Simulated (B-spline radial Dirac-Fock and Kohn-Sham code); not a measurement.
Relativistic shifts of the levels of Cu¹⁹⁺

System: copper as Cu¹⁹⁺, configuration [He] 2s2 2p6.

Both columns are ΔSCF binding energies of the configuration average from a radial B-spline solver: non-relativistic Hartree-Fock with a point nucleus, and Dirac-Fock with a finite nucleus and the Coulomb interaction alone, averaged over the two j levels with weights 2j+1.

| shell | Hartree-Fock (eV) | Dirac-Fock (eV) | shift (eV) | shift (%) |
| --- | --- | --- | --- | --- |
| 1s | 9686.0 | 9793.1 | +107.08 | +1.11 |
| 2s | 1824.2 | 1849.7 | +25.50 | +1.40 |
| 2p | 1688.8 | 1695.9 | +7.11 | +0.42 |

Relativity binds 1s, 2s, 2p more strongly, among those listed most of all 2s in relative terms.

Values without a named source are computed, but for edge energies of neutral atoms, which are taken from tables.
